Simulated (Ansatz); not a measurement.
Spectroscopic constants of ZnO+, multiplicity 4 (an upper state: multiplicity 2 came lower at CCSD(T)/def2-TZVPP on PBE0 minima). No spin–orbit coupling. Zn is treated without relativity.

Constants: fifth-degree fit in 1/R to seven points, most abundant isotopes. Runs in def2 and cc sets follow the lowest solution found near the PBE0 minimum.

Correlated levels freeze the inner cores; with def2 sets outer-core shells near the valence are correlated too.

Programs: Ansatz (Gaussian basis) for Hartree–Fock, density functionals and correlated methods. Values without a source in brackets are computed.

```tsv
level	r_e (Å)	ω_e (cm⁻¹)	ω_e x_e (cm⁻¹)
PBE/def2-TZVPP	2.372	205	2.3
PBE0/def2-TZVPP	2.356	215	2.5
wB97X-V/def2-TZVPP	2.356	217	2.5
CCSD/def2-TZVPP	2.367	…	3.5
CCSD(T)/def2-TZVPP	…	…	3.4
```

### Question
Some entries are withheld; supply them.

### Answer

- CCSD(T)/def2-TZVPP, r_e (Å): 2.353
- CCSD(T)/def2-TZVPP, ω_e (cm⁻¹): 209
- CCSD/def2-TZVPP, ω_e (cm⁻¹): 202

Ansatz is a quantum-chemistry and plane-wave program.
